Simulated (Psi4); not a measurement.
P2, charge +1, doublet, geometry from GFN2-xTB (a state made from the parent by changing its charge; the spin is typed, not shown lowest); MP2/6-31G** run with Psi4.

Input for Psi4:
```
memory 2 GB

molecule {
1 2
  P    -0.00000000   -0.00000000   -0.98493774
  P     0.00000000    0.00000000    0.98493774
}

set basis 6-31g**
set reference uhf

energy('mp2')
print_variables()
```

The log (banner, timings and long lists left out):

```
    SCF Algorithm Type (re)set to DF.

   => Loading Basis Set <=

    Name: 6-31G**
    Role: ORBITAL
    Keyword: BASIS

         ---------------------------------------------------------
                                   SCF
               by Justin Turney, Rob Parrish, Andy Simmonett
                          and Daniel G. A. Smith
                              UHF Reference
         ---------------------------------------------------------

  ==> Geometry <==

    Molecular point group: d2h
    Full point group: D_inf_h

    Geometry (in Angstrom), charge = 1, multiplicity = 2:

       Center              X                  Y                   Z               Mass
    ------------   -----------------  -----------------  -----------------  -----------------
         P            0.000000000000     0.000000000000    -0.984937740000    30.973761998420
         P            0.000000000000     0.000000000000     0.984937740000    30.973761998420

  Running in d2h symmetry.

  Rotational constants: A = ************  B =      0.28051  C =      0.28051 [cm^-1]
  Rotational constants: A = ************  B =   8409.60678  C =   8409.60678 [MHz]
  Nuclear repulsion =   60.442842001744189

  Charge       = 1
  Multiplicity = 2
  Electrons    = 29
  Nalpha       = 15
  Nbeta        = 14

  ==> Algorithm <==

  SCF Algorithm Type is DF.
  DIIS enabled.
  MOM disabled.
  Fractional occupation disabled.
  Guess Type is SAD.
  Energy threshold   = 1.00e-08
  Density threshold  = 1.00e-08
  Integral threshold = 1.00e-12

  ==> Primary Basis <==

  Basis Set: 6-31G**
    Blend: 6-31G**
    Number of shells: 16
    Number of basis functions: 38
    Number of Cartesian functions: 38
    Spherical Harmonics?: false
    Max angular momentum: 2

   => Loading Basis Set <=

    Name: (6-31G** AUX)
    Role: JKFIT
    Keyword: DF_BASIS_SCF

  ==> Integral Setup <==

  SCF_SUBTYPE=INCORE selected. In-core MEM_DF algorithm will be used.
  Using in-core AOs.

  ==> MemDFJK: Density-Fitted J/K Matrices <==

    J tasked:                   Yes
    K tasked:                   Yes
    wK tasked:                   No
    Algorithm:                 Core
    Schwarz Cutoff:           1E-12
    Mask sparsity (%):       0.1385
    Fitting Condition:        1E-10

   => Auxiliary Basis Set <=

  Basis Set: (6-31G** AUX)
    Blend: CC-PVDZ-JKFIT
    Number of shells: 72
    Number of basis functions: 260
    Number of Cartesian functions: 260
    Spherical Harmonics?: false
    Max angular momentum: 3

  Minimum eigenvalue in the overlap matrix is 1.1081407806E-02.
  Reciprocal condition number of the overlap matrix is 2.8286524888E-03.
    Using symmetric orthogonalization.

  ==> Pre-Iterations <==

  SCF Guess: Superposition of Atomic Densities via on-the-fly atomic UHF (no occupation information).

   -------------------------
    Irrep   Nso     Nmo
   -------------------------
     Ag        10      10
     B1g        1       1
     B2g        4       4
     B3g        4       4
     Au         1       1
     B1u       10      10
     B2u        4       4
     B3u        4       4
   -------------------------
    Total      38      38
   -------------------------

  ==> Iterations <==

                           Total Energy        Delta E     RMS |[F,P]|

   @DF-UHF iter SAD:  -680.73027788894797   -6.80730e+02   0.00000e+00
   @DF-UHF iter   1:  -681.00434399289088   -2.74066e-01   9.74611e-03 ADIIS/DIIS
   @DF-UHF iter   2:  -681.03603520154047   -3.16912e-02   3.34828e-03 ADIIS/DIIS
   @DF-UHF iter   3:  -681.04039176979700   -4.35657e-03   1.23205e-03 ADIIS/DIIS
   @DF-UHF iter   4:  -681.04096663206280   -5.74862e-04   3.28182e-04 ADIIS/DIIS
   @DF-UHF iter   5:  -681.04101065171585   -4.40197e-05   6.25721e-05 DIIS
   @DF-UHF iter   6:  -681.04101220795951   -1.55624e-06   1.69868e-05 DIIS
   @DF-UHF iter   7:  -681.04101235823612   -1.50277e-07   5.89618e-06 DIIS
   @DF-UHF iter   8:  -681.04101238031205   -2.20759e-08   1.19899e-06 DIIS
   @DF-UHF iter   9:  -681.04101238118824   -8.76184e-10   2.04802e-07 DIIS
   @DF-UHF iter  10:  -681.04101238120813   -1.98952e-11   3.30295e-08 DIIS
   @DF-UHF iter  11:  -681.04101238120870   -5.68434e-13   3.41998e-09 DIIS
  Energy and wave function converged.

  ==> Post-Iterations <==

   @Spin Contamination Metric:   3.376059556E-02
   @S^2 Expected:                7.500000000E-01
   @S^2 Observed:                7.837605956E-01
   @S   Expected:                5.000000000E-01
   @S   Observed:                5.000000000E-01

    Orbital Energies [Eh]
    ---------------------

    Alpha Occupied:

[...]
    Alpha Virtual:

[...]
    Beta Occupied:

[...]
    Beta Virtual:

[...]
    Final Occupation by Irrep:
             Ag   B1g   B2g   B3g    Au   B1u   B2u   B3u
    DOCC [     4,    0,    1,    1,    0,    4,    2,    2 ]
    SOCC [     1,    0,    0,    0,    0,    0,    0,    0 ]
    NA   [     5,    0,    1,    1,    0,    4,    2,    2 ]
    NB   [     4,    0,    1,    1,    0,    4,    2,    2 ]

  @DF-UHF Final Energy:  -681.04101238120870

   => Energetics <=

    Nuclear Repulsion Energy =             60.4428420017441894
    One-Electron Energy =               -1054.3627390963988546
    Two-Electron Energy =                 312.8788847134459274
    Total Energy =                       -681.0410123812087022

  UHF NO Occupations:
  HONO-2 :    4 Ag 1.9976681
  HONO-1 :    4B1u 1.9856102
  HONO-0 :    5 Ag 1.0000000
  LUNO+0 :    5B1u 0.0143898
  LUNO+1 :    6 Ag 0.0023319
  LUNO+2 :    3B2u 0.0001314
  LUNO+3 :    3B3u 0.0001314

Computation Completed

Properties will be evaluated at   0.000000,   0.000000,   0.000000 [a0]

Properties computed using the SCF density matrix

 Multipole Moments:

 ------------------------------------------------------------------------------------
     Multipole            Electronic (a.u.)      Nuclear  (a.u.)        Total (a.u.)
 ------------------------------------------------------------------------------------

 L = 1.  Multiply by 2.5417464519 to convert [e a0] to [Debye]
 Dipole X            :          0.0000000            0.0000000            0.0000000
 Dipole Y            :          0.0000000            0.0000000            0.0000000
 Dipole Z            :          0.0000000            0.0000000            0.0000000
 Magnitude           :                                                    0.0000000

 ------------------------------------------------------------------------------------

  //>>>>>>>>>>>>>>>>>>>>>>>>>>>>>>>>>>>//
  //               DFMP2               //
  //<<<<<<<<<<<<<<<<<<<<<<<<<<<<<<<<<<<//

   => Loading Basis Set <=

    Name: (6-31G** AUX)
    Role: RIFIT
    Keyword: DF_BASIS_MP2

	 --------------------------------------------------------
	                          DF-MP2
	      2nd-Order Density-Fitted Moller-Plesset Theory

	        Rob Parrish, Justin Turney, Andy Simmonett,
	           Ed Hohenstein, and C. David Sherrill
	 --------------------------------------------------------

	 --------------------------------------------------------
	                 NBF =    38, NAUX =   152
	 --------------------------------------------------------
	   CLASS    FOCC     OCC    AOCC    AVIR     VIR    FVIR
	   ALPHA       0      15      15      23      23       0
	    BETA       0      14      14      24      24       0
	 --------------------------------------------------------

	-----------------------------------------------------------
	 ==================> DF-MP2 Energies <====================
	-----------------------------------------------------------
	 Reference Energy          =    -681.0410123812087022 [Eh]
	 Singles Energy            =      -0.0000000000000000 [Eh]
	 Same-Spin Energy          =      -0.0619477259803801 [Eh]
	 Opposite-Spin Energy      =      -0.1787761424617116 [Eh]
	 Correlation Energy        =      -0.2407238684420916 [Eh]
	 Total Energy              =    -681.2817362496507485 [Eh]
	-----------------------------------------------------------
	 ================> DF-SCS-MP2 Energies <==================
	-----------------------------------------------------------
	 SCS Same-Spin Scale       =       0.3333333333333333 [-]
	 SCS Opposite-Spin Scale   =       1.2000000000000000 [-]
	 SCS Same-Spin Energy      =      -0.0206492419934600 [Eh]
	 SCS Opposite-Spin Energy  =      -0.2145313709540539 [Eh]
	 SCS Correlation Energy    =      -0.2351806129475139 [Eh]
	 SCS Total Energy          =    -681.2761929941561903 [Eh]
	-----------------------------------------------------------

  Variable Map:
  ----------------------------------------------------------------------------
[...]
  Array Variable Map:
  ----------------------------------------------------------------------------
[...]
[...]
```
